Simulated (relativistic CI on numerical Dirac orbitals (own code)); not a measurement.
## Cu2+ in a cubic cluster: 3p photoemission with charge transfer

Computed with a charge-transfer multiplet model of a cubic metal-ligand cluster with up to one ligand hole, Slater and spin-orbit integrals from Dirac-Coulomb-Breit ions, Slater integrals scaled by 0.8. The ground state mixes d9 with configurations of k ligand holes L, whose averages lie at kΔ + k(k − 1)U_dd/2; a core hole lowers each added d electron by U_cd. 20 K, Lorentzian 0.9 eV and Gaussian 0.8 eV FWHM.

Atomic integrals in eV (Slater integrals scaled, ζ unscaled), ground: F2dd 11.066, F4dd 6.905, zeta_d 0.099; with the core hole: F2dd 11.066, F4dd 6.905, zeta_d 0.108, zeta_core 1.726, F2cd 11.934, G1cd 14.725, G3cd 8.972.

Cluster parameters (eV): U_dd = 7.6, U_cd = 9.7, 10Dq = 0.25, 10Dq(ligand) = 1.4, V(eg) = 2.35, V(t2g) = -1.16, final-state hopping factor = 0.8.

```json
{"Case": "Δ = 1.6 eV", "n_d": "9.40", "d9": "0.60", "d10L": "0.40", "S": "0.50"}
{"Case": "Δ = 3.6 eV", "n_d": "9.23", "d9": "0.77", "d10L": "0.23", "S": "0.50"}
{"Case": "Δ = 4.6 eV", "n_d": "9.18", "d9": "0.82", "d10L": "0.18", "S": "0.50"}
{"Case": "Δ = 6.6 eV", "n_d": "9.11", "d9": "0.89", "d10L": "0.11", "S": "0.50"}
{"Case": "Δ = 7.6 eV", "n_d": "9.09", "d9": "0.91", "d10L": "0.09", "S": "0.50"}
```

Weights, n_d and S are thermal averages at 20 K. Binding energies count from the first peak over 30 % of the highest in each spectrum, which can be another peak from case to case. The parameters are a model scan and need not match a compound or its usual spin state. Peaks in eV (height, largest 100):
- Δ = 1.6 eV: 0.0 (100), 2.6 (54), 6.6 (18), 8.4 (9), 11.1 (24), 18.5 (16)
- Δ = 3.6 eV: 0.0 (100), 2.5 (55), 4.2 (28), 6.7 (13), 9.3 (39), 16.6 (25)
- Δ = 4.6 eV: 0.0 (100), 2.6 (57), 6.1 (14), 8.5 (43), 15.8 (29)
- Δ = 6.6 eV: 0.0 (100), 2.7 (46), 7.3 (43), 14.5 (31)
- Δ = 7.6 eV: 0.0 (100), 2.2 (37), 7.1 (41), 14.1 (32)

For the case Δ = 4.6 eV, Δ = 4.6 eV is smaller than U_dd = 7.6 eV, the charge-transfer side of the Zaanen-Sawatzky-Allen scheme. With the core hole the configuration with one ligand hole lies at Δ − U_cd = -8.1, -6.1, -5.1, -3.1, -2.1 eV from the one without, in the order of the table; where this is negative the screened configuration lies lower, though the effective hopping of about 1.7 eV (from the holes of the mixed ground state) mixes the two strongly wherever it is as large as the gap.
